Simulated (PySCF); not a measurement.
Molecule: `InChI=1S/C5H3F3OS/c6-5(7,8)9-4-1-2-10-3-4/h1-3H`.

Geometry (Å), atoms numbered from 1 in this order:
```xyz
13

F     2.9948   -1.4356    0.1816
C     1.7871   -1.0535   -0.2159
F     1.9348   -0.5042   -1.4355
F     1.0719   -2.1755   -0.4167
O     1.2766   -0.2403    0.6844
C    -0.0030    0.2873    0.4666
C    -0.8443    0.0411   -0.6443
C    -2.0184    0.7146   -0.5338
S    -2.1084    1.6420    0.9048
C    -0.5477    1.1318    1.3857
H    -0.5985   -0.5938   -1.4749
H    -2.8391    0.7173   -1.2214
H    -0.1101    1.4694    2.3017
```

Frames of a GFN2-xTB Langevin trajectory at 200 K; GIAO PBE0/pcSseg-1 shieldings in PySCF, gas phase, non-relativistic; equivalent atoms averaged within each frame.

Shifts are taken against calculated references (same method and geometry level): $^{19}$F (σ = 170.95 ppm) vs CFCl3; $^{13}$C (σ = 186.93 ppm) and $^{1}$H (σ = 31.72 ppm) against TMS; $^{17}$O (σ = 336.08 ppm) vs H2O; CS2 for $^{33}$S (σ = 503.73 ppm). The references are static minima.

How do the shifts (ppm) fluctuate along the trajectory?

Results:


| time (fs) | F1/F3/F4 | C6 | C8 | C2 | C7 | C10 | O5 | S9 | H13 | H12 |
| --- | --- | --- | --- | --- | --- | --- | --- | --- | --- | --- |
| optimised geometry | -72.4 | 153.1 | 133.9 | 130.3 | 122.7 | 117.3 | 159.9 | 193 | 6.89 | 7.22 |
| 250 | -77.4 | 157.2 | 139.6 | 129.5 | 125.3 | 122.6 | 171.7 | 205 | 7.99 | 7.29 |
| 425 | -75.7 | 161.2 | 122.6 | 127.6 | 123.7 | 113.3 | 160.6 | 145 | 5.97 | 6.96 |
| 625 | -64.0 | 160.3 | 129.8 | 133.2 | 122.5 | 123.3 | 162.1 | 179 | 7.22 | 7.56 |
| 800 | -64.6 | 153.0 | 133.0 | 130.4 | 120.6 | 127.5 | 143.8 | 199 | 6.41 | 6.62 |
| 1000 | -68.6 | 149.5 | 143.3 | 132.3 | 121.0 | 120.0 | 158.1 | 227 | 5.87 | 7.77 |
| mean of frames | -70.1 | 156.2 | 133.7 | 130.6 | 122.6 | 121.3 | 159.2 | 191 | 6.69 | 7.24 |
| standard deviation | 6.2 | 4.9 | 8.2 | 2.2 | 1.9 | 5.2 | 10.0 | 31 | 0.90 | 0.46 |

5 frames give an uncertainty of the mean of about the standard deviation over 2.2 at best, since frames this close in time may not be independent; classical motion lacks zero-point vibration, and the reference would need the same averaging.
